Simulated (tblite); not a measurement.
Isomers of C6H16Si2. All values are computed: GFN2-xTB (tblite) harmonic vibrations without scaling, gas phase. Errors from tens to a few hundred cm⁻¹ against measured bands are possible. Modes of hydrogen on silicon can be 10 to 20 % off. One conformer each.

Electronic energies: GFN2-xTB at the same geometries; isomer energies are rough at this level and their order can be wrong.

| SMILES | electronic energy, lowest = 0 (kJ/mol) |
| --- | --- |
| C=C[SiH2][C@@H](CC)[SiH2]C | 95.2 |
| C=C[Si@@H](CCC)[SiH2]C | 114.9 |
| C=C[SiH2][SiH2][C@H](C)CC | 94.1 |
| CCC/C(=C\[SiH3])C[SiH3] | 0.0 |
| CC(C)/C(=C\[SiH3])C[SiH3] | 1.4 |
| C[Si@@H](C[SiH3])C1CCC1 | 29.2 |

Question: How do GFN2-xTB zero-point energies change the relative energies?

Answer: 
```tsv
SMILES	ZPE (kJ/mol)	of it from modes above 1550 cm⁻¹	electronic (kJ/mol)	with ZPE, lowest = 0 (kJ/mol)	lowest mode (cm⁻¹)	rings
CCC/C(=C\[SiH3])C[SiH3]	501.5	269.6	0.0	0.0	46	0
CC(C)/C(=C\[SiH3])C[SiH3]	500.9	270.3	1.4	0.9	49	0
C[Si@@H](C[SiH3])C1CCC1	515.7	268.3	29.2	43.5	44	1
C=C[SiH2][SiH2][C@H](C)CC	512.1	277.8	94.1	104.7	13	0
C=C[SiH2][C@@H](CC)[SiH2]C	509.1	279.1	95.2	102.8	31	0
C=C[Si@@H](CCC)[SiH2]C	515.3	282.8	114.9	128.7	23	0
```

The zero-point energies span 14.8 kJ/mol, from `CC(C)/C(=C\[SiH3])C[SiH3]` to `C[Si@@H](C[SiH3])C1CCC1`. The lowest isomer stays, but the order above it changes.

Question: What do entropy and thermal enthalpy add at 298.15 K and 1 bar (rigid rotor, harmonic oscillator, one conformer each)?

Answer: 
| SMILES | point group | symmetry number | S (J/(mol K)) | H − H(0) (kJ/mol) | ZPE + H − H(0) − TS (kJ/mol) |
| --- | --- | --- | --- | --- | --- |
| CCC/C(=C\[SiH3])C[SiH3] | C1 | 1 | 473.4 | 36.47 | 396.8 |
| CC(C)/C(=C\[SiH3])C[SiH3] | C1 | 1 | 465.2 | 36.39 | 398.6 |
| C[Si@@H](C[SiH3])C1CCC1 | C1 | 1 | 457.9 | 34.63 | 413.8 |
| C=C[SiH2][C@@H](CC)[SiH2]C | C1 | 1 | 482.8 | 37.57 | 402.7 |

Not tabulated: `C=C[SiH2][SiH2][C@H](C)CC` (lowest mode only 13 cm⁻¹); `C=C[Si@@H](CCC)[SiH2]C` (lowest mode only 23 cm⁻¹).
